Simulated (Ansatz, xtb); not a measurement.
# Relaxing a trial structure of CH2FSi2

The starting geometry of this gas-phase doublet was built from a drawn formula by distance geometry and a force field; its bonds are those of `FC(=[Si])[SiH2]`.

```yaml
atoms:
  - { symbol: C, position_ang: [0.5618, 1.4636, -0.5606] }
  - { symbol: F, position_ang: [-0.2497, 1.6954, 0.5190] }
  - { symbol: Si, position_ang: [0.6676, 2.5869, -1.9272] }
  - { symbol: Si, position_ang: [1.4719, -0.1242, -0.6103] }
  - { symbol: H, position_ang: [1.1208, -0.9750, -1.7881] }
  - { symbol: H, position_ang: [2.9394, 0.1837, -0.6570] }
```

Predict what becomes of its bonds when it is optimised with r2SCAN-D4/def2-SVP.

It rearranges to `FC1=[Si][SiH2]1`. Contacts that close: Si3–Si4 (3.12 → 2.32 Å).

The energy falls by 1.00 eV over 10 steps:

| step | E − E(last) (eV) |
| --- | --- |
| 1 | 0.996 |
| 2 | 0.863 |
| 3 | 0.645 |
| 4 | 0.373 |
| 5 | 0.060 |
| 6 | 0.035 |
| 7 | 0.001 |
| 8 | 0.000 |
| 9 | 0.000 |
| 10 | 0.000 |

Final geometry (Å):

```yaml
atoms:
  - { symbol: C, position_ang: [0.3815, 1.6002, -0.4576] }
  - { symbol: F, position_ang: [-0.2748, 1.5665, 0.6878] }
  - { symbol: Si, position_ang: [0.8311, 2.3335, -1.9594] }
  - { symbol: Si, position_ang: [1.5905, 0.2879, -1.1643] }
  - { symbol: H, position_ang: [1.0679, -1.0350, -1.6279] }
  - { symbol: H, position_ang: [2.9156, 0.0774, -0.5026] }
```

From the same start GFN2-xTB reaches the same bonding as this run.

The end wasn't checked by frequencies. Open shells are spin-unrestricted. Run with Ansatz 0.2.0, 110 s on 1 thread of Arm Neoverse V1, with other jobs on the host.
